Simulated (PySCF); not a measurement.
Species: C3F6O.
Z-matrix (Å and degrees, PBE0-D3(BJ)/def2-TZVP geometry), rows numbered from 1:
```
O 
C   1  1.1859
C   2  1.5515  1  121.68
F   3  1.3193  2  110.27  1   -20.38
F   3  1.3322  2  109.06  1    99.15
F   3  1.3303  2  110.97  1  -141.29
C   2  1.5510  1  121.74  3   179.81
F   7  1.3324  2  109.17  1   100.67
F   7  1.3189  2  110.33  1   -18.93
F   7  1.3306  2  110.75  1  -139.74
```

Computed with PySCF at wB97X-D/pcSseg-2, non-relativistic, on one gas-phase PBE0-D3(BJ)/def2-TZVP geometry that isn't relaxed in the solvent. The solvent is an IEF-PCM continuum (van der Waals radii × 1.2). Only the electrostatic response of the medium enters.

Gas phase at wB97X-D/pcSseg-2: HOMO -11.30 eV, LUMO -1.01 eV, dipole 0.51 D.

Problem. What does the continuum do to the energy, the frontier levels and the dipole at wB97X-D/pcSseg-2 in chloroform?

Solution. 
| solvent | ε | E(solvent) − E(gas) (kJ/mol) | polarisation term (kJ/mol) | distortion of the solute (kJ/mol) | HOMO (eV) | LUMO (eV) | dipole (D) |
| --- | --- | --- | --- | --- | --- | --- | --- |
| chloroform | 4.711 | -7.19 | -7.56 | 0.37 | -11.18 | -0.84 | 0.62 |

Polarisation term: ½ Σ q·V over the induced surface charges. Distortion: the rise of the solute's own energy as its density leaves the gas-phase optimum.

Time: 67 s wall; peak memory 1.7 GiB. Hardware: one thread of an Arm Neoverse V2, no GPU, on a shared host. This is the whole shielding run at wB97X-D/pcSseg-2 in chloroform, SCF included.

wB97X-D is run here without its empirical dispersion term; that term would change no orbital, density or response property at a fixed geometry.
